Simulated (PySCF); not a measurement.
## Continuum solvent and chemical shifts

Atoms are numbered as in `[O:1]=[CH:2][c:3]1[cH:4][cH:5][cH:6][n:7][cH:8]1`; H(Xn) means a hydrogen on atom n.

GIAO PBE0/pcSseg-1 in PySCF 2.14 on one PBE0-D3(BJ)/def2-SVP conformer, non-relativistic, equivalent nuclei averaged. Solvents enter as an IEF-PCM continuum (chloroform with ε = 4.7) around the gas-phase geometry. Shifts are referred to TMS computed in the same medium.

Gas phase, δ in ppm: C2 193.4, C6 160.9, C8 160.6, C4 140.2, C3 134.0, C5 128.8, H(C2) 10.02, H(C8) 8.98, H(C6) 8.96, H(C4) 8.47, H(C5) 7.46. Dipole moment 1.61 D.

**Question.** How does each δ change in the continuum?

**Answer.** 
```
atoms                                         environment  Δδ, chloroform
   C2                            aldehyde carbonyl carbon            +4.7
   C6                 aromatic CH next to a ring nitrogen            +1.9
   C8                 aromatic CH next to a ring nitrogen            +1.7
   C4                                         aromatic CH            +1.7
   C3                         substituted aromatic carbon            +1.1
   C5                                         aromatic CH            +1.9
H(C2)             hydrogen on an aldehyde carbonyl carbon           +0.01
H(C8)  hydrogen on an aromatic CH next to a ring nitrogen           +0.12
H(C6)  hydrogen on an aromatic CH next to a ring nitrogen           +0.09
H(C4)                          hydrogen on an aromatic CH           +0.13
H(C5)                          hydrogen on an aromatic CH           +0.29
```

Changes are relative to the gas phase. The dipole moment becomes 1.86 D in chloroform.

**Question.** Which nuclei move most (in ppm), and what does the model miss?

**Answer.** C2 (aldehyde carbonyl carbon, +4.7 ppm) in chloroform. A continuum only polarises the solute; specific hydrogen bonds, the anisotropy of aromatic solvents and changes of geometry or conformer are outside it.
